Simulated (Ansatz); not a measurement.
These are frozen-core CCSD(T)/cc-pVTZ // PBE-D3(BJ)/def2-TZVP (Ansatz, a first-principles code) values and carry that method's errors.

Ansatz 0.2 input:
```yaml
crystal:
  periodic: [false, false, false]
  atoms:
    - { symbol: O, position_ang: [-0.305385, 1.125409, -0.172548] }
    - { symbol: B, position_ang: [0.05415, -0.189846, 0.029622] }
    - { symbol: O, position_ang: [-0.791392, -1.275409, -0.01205] }
    - { symbol: S, position_ang: [1.805944, -0.574513, 0.38934] }
    - { symbol: H, position_ang: [-1.248958, 1.261388, -0.358994] }
    - { symbol: H, position_ang: [-1.71884, -1.063269, -0.203406] }
    - { symbol: H, position_ang: [2.204479, 0.716238, 0.328038] }
basis:
  gaussian: { orbitals: cc-pVTZ }
correlation:
  method: ccsd_t
```

Output:

```
Functional definition: HF
986 factors; integrals over basis functions are off by at most 1.1e-3 eV
mean field evaluation 1: about -15613.1480 eV, gradient 4.4e1 eV
mean field evaluation 2: about -15613.3459 eV, gradient 4.4e1 eV
mean field evaluation 4: about -15616.9898 eV, gradient 3.0e0 eV
mean field evaluation 8: about -15617.0371 eV, gradient 2.0e-1 eV
mean field evaluation 16: about -15613.1495 eV, gradient 4.4e1 eV
mean field -15617.03736221 eV, -573.9155374532 hartree, gradient 2.0e-6 eV, S^2 0.000000; 0 other end points of the search recorded, 0 dependent functions left out
8 core orbitals not correlated
reference -15617.03736221 eV, -573.9155374532 hartree; 12, 12 occupied and 146, 146 virtual orbitals, 986 factors
second order -20.59069291 eV of doubles, -0.00000000 eV of singles
cycle   1  -20.69445911 eV  change   -1.0e-1 eV  update   9.2e-2
cycle   2  -21.15091574 eV  change   -4.6e-1 eV  update   2.6e-2
cycle   3  -21.24760278 eV  change   -9.7e-2 eV  update   1.4e-2
cycle   4  -21.23321413 eV  change    1.4e-2 eV  update   3.0e-3
cycle   5  -21.23311171 eV  change    1.0e-4 eV  update   1.3e-3
cycle   6  -21.23320831 eV  change   -9.7e-5 eV  update   3.2e-4
cycle   7  -21.23292549 eV  change    2.8e-4 eV  update   1.0e-4
cycle   8  -21.23291605 eV  change    9.4e-6 eV  update   2.7e-5
perturbative correction -0.83840948 eV, -0.0308109799 hartree
Total energy: -15639.10868774 eV, -574.7266437058 hartree
```

Cost: very roughly 60 core-seconds.
